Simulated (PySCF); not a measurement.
Compound: C4H5FOSi.
Atom-mapped SMILES: `[O:1]=[C:2]1[CH2:3][CH:4]=[C:5]([F:6])[SiH2:7]1` (hydrogens: H8, H9 on C3; H10 on C4; H11, H12 on Si7)

The same species was optimised twice, with GFN2-xTB and with PBE0-D3(BJ)/def2-SVP (PySCF), and the same property calculations (PySCF, gas phase) were run on both structures.

```csv
coordinate,GFN2-xTB,PBE0-D3(BJ)/def2-SVP,change
C5–F6 (Å),1.352,1.335,-0.017
C2–Si7 (Å),1.934,1.950,+0.016
C5–Si7 (Å),1.888,1.876,-0.012
C4=C5 (Å),1.330,1.342,+0.012
C2–C3 (Å),1.523,1.531,+0.008
C3–C4 (Å),1.493,1.499,+0.006
O1=C2 (Å),1.205,1.203,-0.002
C4–C5–Si7 (°),114.9,112.9,-2.0
C2–Si7–C5 (°),87.5,89.3,+1.8
C3–C4–C5 (°),117.6,119.2,+1.6
F6–C5–Si7 (°),124.2,125.6,+1.4
C3–C2–Si7 (°),109.9,108.6,-1.3
O1–C2–Si7 (°),127.4,128.5,+1.1
C4–C5–F6 (°),120.9,121.4,+0.5
O1–C2–C3 (°),122.7,123.0,+0.3
```

Rotational constants: A = 4204, B = 1693, C = 1234 MHz (GFN2-xTB) against A = 4242, B = 1669, C = 1224 MHz (PBE0-D3(BJ)/def2-SVP). Point groups within 0.08 Å: Cs and Cs. Atoms that the bonding makes alike are paired by their places after alignment.

On the GFN2-xTB structure: HOMO (eV) -7.00 [PBE0/pcSseg-1]; LUMO (eV) -1.62 [PBE0/pcSseg-1]; dipole (D) 1.07 [PBE0/pcSseg-1]; GIAO shielding of O1 (ppm) -554.9 [PBE0/pcSseg-1]; GIAO shielding of C2 (ppm) -61.9 [PBE0/pcSseg-1]; GIAO shielding of C3 (ppm) 135.2 [PBE0/pcSseg-1]; GIAO shielding of C4 (ppm) 55.5 [PBE0/pcSseg-1]; GIAO shielding of C5 (ppm) 10.9 [PBE0/pcSseg-1]; GIAO shielding of F6 (ppm) 281.9 [PBE0/pcSseg-1]; GIAO shielding of Si7 (ppm) 441.4 [PBE0/pcSseg-1].

Task: What do these properties become on the PBE0-D3(BJ)/def2-SVP structure?

Result: 
```csv
property,level,on GFN2-xTB,on PBE0-D3(BJ)/def2-SVP,change
HOMO (eV),PBE0/pcSseg-1,-7.00,-7.04,-0.04
LUMO (eV),PBE0/pcSseg-1,-1.62,-1.65,-0.03
dipole (D),PBE0/pcSseg-1,1.07,1.28,+0.21
"energy, GFN2-xTB geometry as zero (kcal/mol)",PBE0/pcSseg-1,0.0,-0.8,-0.8
GIAO shielding of O1 (ppm),PBE0/pcSseg-1,-554.9,-536.7,+18.2
GIAO shielding of C2 (ppm),PBE0/pcSseg-1,-61.9,-58.9,+3.0
GIAO shielding of C3 (ppm),PBE0/pcSseg-1,135.2,133.7,-1.5
GIAO shielding of C4 (ppm),PBE0/pcSseg-1,55.5,51.9,-3.6
GIAO shielding of C5 (ppm),PBE0/pcSseg-1,10.9,10.0,-0.9
GIAO shielding of F6 (ppm),PBE0/pcSseg-1,281.9,284.9,+3.0
GIAO shielding of Si7 (ppm),PBE0/pcSseg-1,441.4,440.0,-1.4
```

The heavy atoms differ by 0.018 Å rms after alignment. Among bonds between heavy atoms C2–Si7 and C5–F6 change most and about equally (-0.017 to +0.016 Å). Changes are differences of the printed values. Neither structure is proved a minimum here.
